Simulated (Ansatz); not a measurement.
Compare A (`C[Si](C)(O)Cl`) with its isomer B (`OC(Cl)C[SiH3]`).

Gas-phase electronic energies from Ansatz, PBE0-D4/def2-TZVP geometries. CBS: MP2 limit from def2 TZ/QZ plus the TZ coupled-cluster correction, frozen cores. Functionals use def2-TZVPP. B3LYP here is the variant with VWN-RPA as its local correlation; programs differ in this. One conformer a species, not always the lowest.

Problem. Which is lower in electronic energy at CCSD(T)/CBS, and by how much? (An estimate is asked.)

Solution. The calculation gave: A, by 93.6 kcal/mol.

Problem. Give E(B) − E(A) in kcal/mol with BLYP-D4, HF/def2-TZVPP, r2SCAN-D4, B2PLYP, B3LYP-D4, MP2/def2-TZVPP, PBE0-D4. (Best estimate.)

Solution. Computed: BLYP-D4 89.2, HF/def2-TZVPP 94.8, r2SCAN-D4 93.6, B2PLYP 93.3, B3LYP-D4 91.9, MP2/def2-TZVPP 95.5, PBE0-D4 91.2. None reverses the order clearly.

Problem. Does the order hold for the free energy at 298.15 K (harmonic terms from PBE0-D4)? (An estimate is asked.)

Solution. The calculation gave: Yes: G(B) − G(A) = +91.7 kcal/mol, for one conformer each.

Largest T1 diagnostic: 0.011.

From PBE to PBE0 (25 % exact exchange), in def2-TZVPP and without D4, E(B) − E(A) moves by +3.0 kcal/mol. Leaving LDA and LC-ωPBE aside and taking each functional with its dispersion term where it has one, the values, not all of them listed here, spread over 7.7 kcal/mol, from revPBE-D4 to B97M-V. LDA lies −1.5 kcal/mol from PBE without D4.
